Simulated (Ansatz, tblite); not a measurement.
Cost and result up the ladder for Sn4Ge⁻ (the lowest doublet isomer of a short search) (5 atoms). The state is a doublet with charge -1. Geometry: r2SCAN-D4/def2-SVPD.

Cartesian coordinates in Å:
```
Ge -1.3835 0.4495 0.2228
Sn -0.2380 0.9039 -2.1052
Sn 0.3210 -1.6779 -0.6779
Sn 1.4030 1.1178 0.4002
Sn -0.1025 -0.7933 2.1600
```

Ansatz on 4 threads of Arm Neoverse V2 on a shared host; xTB runs through tblite on one thread. Times are rough, summed over both states, and most runs start from the orbitals of an earlier one. r2SCAN0-D4/def2-TZVPD serves as the yardstick here, not as an exact answer. The other state is a quartet at its own geometry.

In the def2 sets Sn takes a core potential; there is no spin–orbit coupling. The xTB rows come from tblite. Correlated methods freeze 25 core orbitals; core or outer-core shells of Ge, Sn are correlated, in sets that lack core-valence functions. The structure comes from a short search, and lower isomers may exist.

xTB has no spin-polarisation term.

```tsv
level	functions	quartet − doublet (eV)	difference from r2SCAN0-D4/def2-TZVPD (eV)
MP2/def2-TZVPD	278	1.40	0.53
r2SCAN-D4/def2-TZVPD	278	0.87	0.00
GFN2-xTB	45	1.57	0.71
r2SCAN0-D4/def2-TZVPD	278	0.87	0.00
r2SCANh-D4/def2-TZVPD	278	0.87	0.00
PBE0-D4/def2-TZVPD (with forces)	278	0.92	0.06
PBE-D4/def2-TZVPD	278	0.93	0.06
```

Task: Estimate how long each takes.

Result: GFN2-xTB 0.015 s; PBE-D4/def2-TZVPD 23 s; r2SCAN-D4/def2-TZVPD 52 s; PBE0-D4/def2-TZVPD (with forces) 55 s; MP2/def2-TZVPD 66 s; r2SCANh-D4/def2-TZVPD 81 s; r2SCAN0-D4/def2-TZVPD 84 s. On shared hardware such times vary by a factor of up to 3.
